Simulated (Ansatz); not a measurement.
A structure relaxed at r2SCAN-D4/def2-TZVP in Ansatz, charge 0, singlet:

```xyz
4

Al   -1.112   -0.396    0.641
Al   -0.794   -1.033   -1.725
Al    1.113    0.395   -0.640
Al    0.794    1.034    1.724
```

(1) Give its formula and point group.

(2) Summarise the bond lengths by kind (pairs closer than 1.2 times the sum of covalent radii, bridged metal pairs left out).

Results:

(1) the cluster Al4. Point group C2h (tolerance 0.1 Å).

(2) 5 × Al–Al 2.47 to 2.69 Å.

The restricted singlet is unstable: a solution with broken spin symmetry lies lower. At r2SCAN-D4/def2-TZVP a triplet of charge 0 lies 0.37 eV below the restricted singlet, each at its own geometry. The structure comes from a short search, and lower isomers may exist.
